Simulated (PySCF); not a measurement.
From one molecule to another.

First species: CH4O3S.
Structure used (PBE0-D3(BJ)/def2-SVP), in Å, numbered top down from 1:
```
atom  x, y, z in Å
C1    -1.019    0.037   -0.494
S2     0.494    0.392    0.355
O3     0.305    0.228    1.786
O4     1.063    1.597   -0.201
O5     1.389   -0.874   -0.144
H6    -1.409   -0.921   -0.131
H7    -1.711    0.855   -0.259
H8    -0.811    0.007   -1.571
H9     1.698   -1.321    0.659
```

Second species: C7H4ClFO.
Geometry (PBE0-D3(BJ)/def2-SVP, Å), atoms numbered from 1 in this order:
```xyz
14
C7H4ClFO angstrom
O      3.0094   -0.7933    0.3984
C      2.3259   -0.0811   -0.2661
Cl     3.0637    0.8859   -1.5527
C      0.8504    0.0145   -0.1224
C      0.2607   -0.9905    0.6665
C     -1.1075   -1.0370    0.8834
C     -1.9250   -0.0565    0.3173
C     -1.3689    0.9582   -0.4522
C      0.0053    0.9939   -0.6678
F      0.4783    1.9978   -1.3869
H      0.9258   -1.7403    1.0989
H     -1.5384   -1.8336    1.4926
H     -3.0050   -0.0782    0.4795
H     -1.9799    1.7451   -0.8974
```

Levels: B3LYP/def2-SVPD for dipole moment, HOMO energy, LUMO energy, HOMO–LUMO gap, static isotropic polarisability and electronic spatial extent ⟨r²⟩ about the centre of nuclear charge; TDDFT B3LYP/def2-SVPD for lowest singlet excitation; PBE0-D3(BJ)/def2-SVP for rotational constant A and rotational constant C. Geometries: PBE0-D3(BJ)/def2-SVP. Each structure is a single optimised conformer of the isolated species, non-relativistic unless stated. Electronic properties by PySCF.

Dipoles, sizes and rotational constants follow the conformer. The torsions of the flexible species, by atom-mapped SMILES:
- `[CH3:1][S:2](=[O:3])(=[O:4])[OH:5]`: H–O5–S2–C1 -124°
- `[O:1]=[C:2]([Cl:3])[c:4]1[cH:5][cH:6][cH:7][cH:8][c:9]1[F:10]`: O1–C2–C4–C5 -12°

```
                                                         property   column X    column Y
                                                    dipole moment     3.60 D      4.29 D
                                                      HOMO energy   -8.90 eV    -7.70 eV
                                                      LUMO energy   -0.45 eV    -2.55 eV
                                                    HOMO–LUMO gap    8.45 eV     5.15 eV
                                        lowest singlet excitation    7.45 eV     4.43 eV
                                  static isotropic polarisability    45.1 au    100.3 au
electronic spatial extent ⟨r²⟩ about the centre of nuclear charge  414 bohr²  1616 bohr²
                                            rotational constant A  4.759 GHz   2.121 GHz
                                            rotational constant C  4.394 GHz   0.643 GHz
```

(1) Which column belongs to which species?

(2) How does each property change from the first species to the second?

Answers

(1) Column X is the first species and column Y the second. The first has 9 atoms and 50 electrons, the second 14 and 80.

(2) dipole moment +0.69 D; HOMO energy +1.20 eV; LUMO energy -2.10 eV; HOMO–LUMO gap -3.30 eV; lowest singlet excitation -3.02 eV; static isotropic polarisability +55.2 au; electronic spatial extent ⟨r²⟩ about the centre of nuclear charge +1202 bohr²; rotational constant A -2.638 GHz; rotational constant C -3.751 GHz.

On the first: In wavenumbers S1 is 60100 cm⁻¹ (1 eV = 8065.54 cm⁻¹). The polarisability is 6.69 Å³ as a volume (1 au = 0.148185 Å³), or 0.90 au for each of the 50 electrons.

On the second: No computed singlet falls in the visible range (750 to 380 nm, 1.65 to 3.26 eV); S1 lies 1.17 eV above its blue end. S1 lies 0.72 eV below the HOMO–LUMO gap; its leading configuration is HOMO−2→LUMO, weight 0.64.
